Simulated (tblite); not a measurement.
Compound: C₄H₉BO₃.
SMILES with atom numbers: `[CH3:1][O:2][C@H:3]1[CH2:4][CH2:5][O:6][BH:7][O:8]1` (hydrogens: H9, H10, H11 on C1; H12 on C3; H13, H14 on C4; H15, H16 on C5; H17 on B7)

Cartesian coordinates in Å at the GFN2-xTB level; atoms count from 1:
```
atom  x, y, z in Å
C1     2.3908    0.2107    0.4869
O2     1.0814   -0.2630    0.7227
C3     0.3540   -0.5200   -0.4432
C4    -0.9892   -1.1276   -0.0301
C5    -1.7973   -0.0483    0.6870
O6    -1.8963    1.1284   -0.0915
B7    -0.9295    1.4250   -0.9757
O8     0.1676    0.6500   -1.2004
H9     2.9814   -0.5383   -0.0541
H10    2.3744    1.1391   -0.0908
H11    2.8289    0.3898    1.4662
H12    0.9214   -1.2143   -1.0930
H13   -1.5136   -1.4505   -0.9307
H14   -0.8193   -1.9778    0.6273
H15   -2.8182   -0.3901    0.8867
H16   -1.3078    0.2015    1.6355
H17   -1.0358    2.3974   -1.6126
```

Computed values, GFN2-xTB/tblite, gas phase, harmonic and unscaled. Against measured fundamentals such values can be off by several per cent, at times by over 20. Modes of hydrogen on boron can be 10 to 20 % off. One conformer, not necessarily the lowest.

Harmonic wavenumbers (cm⁻¹): 85.0, 122.7, 172.1, 192.1, 291.6, 331.5, 391.7, 451.2, 556.9, 591.4, 729.4, 775.2, 861.1, 899.6, 925.3, 962.7, 988.6, 1028.1, 1068.3, 1085.1, 1118.3, 1134.0, 1152.0, 1161.2, 1189.3, 1202.4, 1242.0, 1308.2, 1316.5, 1326.1, 1343.0, 1395.8, 1439.9, 1459.9, 1463.2, 1483.6, 2674.2, 2793.5, 2912.9, 2920.5, 2939.1, 2955.5, 2993.3, 3021.7, 3030.3.

A = 3696, B = 1742, C = 1474 MHz; mass 116.064 u (most abundant isotopes); point group C1, symmetry number 1.

**Question.** Zero-point energy?

**Answer.** ½Σν̃ = 29743 cm⁻¹ = 355.80 kJ/mol.

**Question.** Give the ideal-gas entropy at 400 K and 1 bar in the rigid-rotor, harmonic-oscillator model (classical rotation).

**Answer.** Translation 174.26, rotation 120.47, vibration 112.94: S = 407.7 J/(mol K).

**Question.** And Cp and H(400 K) − H(0)?

**Answer.** Cp = 170.57 J/(mol K), of which vibrations give 137.31 (their classical limit is 45 R = 374.2); H(400 K) − H(0) = 38.68 kJ/mol without the zero-point energy, 25.37 from vibrations.

**Question.** What must be added to the electronic energy to get the Gibbs energy at 400 K and 1 bar?

**Answer.** ZPE + [H(400 K) − H(0)] − T·S = 355.80 + 38.68 − 163.07 = 231.41 kJ/mol.

**Question.** Blend soft modes into free rotors: weight 1/[1 + (100 cm⁻¹/ν̃)⁴] for the oscillator and the rest for a rotor with moment μB/(μ + B), μ = h/(8π²ν), B = 10⁻⁴⁴ kg m². What vibrational entropy results?

**Answer.** 109.00 J/(mol K) in place of 112.94, which changes −T·S at 400 K by +1.58 kJ/mol.

**Question.** Which modes carry the vibrational entropy at 400 K?

**Answer.** 85.0 cm⁻¹: 18.20; 122.7 cm⁻¹: 15.18; 172.1 cm⁻¹: 12.43; 192.1 cm⁻¹: 11.55; 291.6 cm⁻¹: 8.29; 331.5 cm⁻¹: 7.33 J/(mol K); the other 39 give 39.96 together.

**Question.** How do the functions run with temperature in this model?

**Answer.** 
```csv
T (K),S (J/(mol K)),Cp (J/(mol K)),H − H(0) (kJ/mol),G − H(0) (kJ/mol),ln q(vib)
150,294.8,78.2,8.04,-36.19,1.49
250,342.4,111.9,17.48,-68.11,3.20
298.15,363.6,130.6,23.32,-85.10,4.06
600,489.6,233.8,79.51,-214.24,9.88
900,596.7,293.2,159.38,-377.67,15.78
```

q(vib) and H(0) count from the zero-point level.

Hindered rotation and anharmonicity are outside this model. Other conformers, if any are populated, would add a mixing term that is left out. The structure is chiral; the term R ln 2 for an equal mix with its mirror image is left out.

The run took 0.41 s of wall time on one thread, Arm Neoverse V2 (aarch64), on a shared host. This covers the Hessian and the dipole derivatives.
